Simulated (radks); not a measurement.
Results of a calculation; reference values are marked as such.
Question: Radial electron density D(r) = 4 pi r^2 rho(r) of an atom or ion with 38 electrons. Code: a radial shooting solver on a logarithmic mesh with Libxc functionals. Model: scalar-relativistic Kohn-Sham, PBEsol, spin-polarised, spherical densities, finite nucleus; Fermi nuclear charge, rms radius of each element as measured or else 0.836 A^(1/3) + 0.57 fm.

```
   r/bohr * D(r) (the largest magnitude, 74, reaches the edge; | marks zero)
 0.002461 |   *
  0.00282 |    *
  0.00323 |     *
 0.003701 |       *
  0.00424 |         *
 0.004858 |           *
 0.005566 |             *
 0.006377 |                *
 0.007306 |                   *
  0.00837 |                       *
 0.009589 |                          *
  0.01099 |                              *
  0.01259 |                                  *
  0.01442 |                                     *
  0.01652 |                                        *
  0.01893 |                                          *
  0.02169 |                                           *
  0.02484 |                                          *
  0.02846 |                                         *
  0.03261 |                                       *
  0.03736 |                                      *
   0.0428 |                                     *
  0.04904 |                                     *
  0.05618 |                                       *
  0.06437 |                                           *
  0.07375 |                                                *
  0.08449 |                                                    *
   0.0968 |                                                      *
   0.1109 |                                                     *
   0.1271 |                                                *
   0.1456 |                                          *
   0.1668 |                                     *
   0.1911 |                                   *
   0.2189 |                                    *
   0.2508 |                                        *
   0.2873 |                                          *
   0.3292 |                                         *
   0.3771 |                                    *
   0.4321 |                           *
    0.495 |                   *
   0.5672 |             *
   0.6498 |          *
   0.7444 |          *
   0.8529 |          *
   0.9771 |         *
    1.119 |      *
    1.283 |    *
    1.469 |  *
    1.684 |*
    1.929 *
     2.21 *
    2.532 *
      2.9 *
    3.323 *
```

What is the nuclear charge?

Answer: Z = 46. The innermost maximum, from 1s, lies near gamma/Z bohr with gamma = sqrt(1 - (Z/c)^2) = 0.942, here 0.0205 bohr (found: 0.0224), and its height grows with Z. The density is that of the palladium ion Pd8+ in [Kr] 4d2; the configuration itself is not fixed sharply by these data, and Z only to a few units. D(r) has 4 maxima, at r = 0.0224, 0.0984, 0.299, 0.794 bohr, and minima at 0.0442, 0.194, 0.715 bohr, inside which lie 2.01, 11.13, 29.47 electrons.
